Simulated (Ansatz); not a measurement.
C4H10GeO, SMILES `CC(C)(C)[O][GeH]`. Total charge 0; spin multiplicity 1.

Cartesian coordinates in Å:
```
C 1.3135 -0.0392 0.5101
C -0.0711 0.2106 -0.0685
C -0.0134 1.2773 -1.1498
C -0.6687 -1.0759 -0.6182
O -0.9290 0.7430 0.9498
Ge -1.4686 0.0820 2.5050
H 1.9956 -0.3998 -0.2631
H 1.2687 -0.7918 1.3008
H 1.7213 0.8859 0.9241
H -1.0143 1.4753 -1.5379
H 0.6247 0.9580 -1.9772
H 0.3856 2.2076 -0.7409
H -1.6722 -0.8889 -1.0072
H -0.0535 -1.4712 -1.4297
H -0.7277 -1.8362 0.1641
H -0.6908 -1.3367 2.4387
```

Question: List the harmonic frequencies (cm⁻¹, unscaled) at PBE0-D4/def2-TZVP in Ansatz. (An estimate is asked.)

Answer: Ansatz gave: 109, 168, 218, 255, 279, 283, 296, 361, 376, 453, 485, 614, 797, 808, 924, 926, 955, 981, 1047, 1050, 1210, 1271, 1276, 1386, 1388, 1412, 1462, 1476, 1476, 1491, 1491, 1509, 1820, 3046, 3048, 3055, 3127, 3129, 3129, 3131, 3137, 3138.

Question: Is this a minimum?

Answer: Yes, all 42 modes are real.

Question: Give the ideal-gas thermochemistry at 298.15 K and 1 bar (rigid rotor, harmonic oscillator; point group Cs, symmetry number 1).

Answer: Zero-point energy 346.9 kJ/mol; H(298) − E = 371.2 kJ/mol; entropy 370.0 J/(mol·K), of which translation 171.1, rotation 118.4, vibration 80.6; G(298) − E = 260.8 kJ/mol.
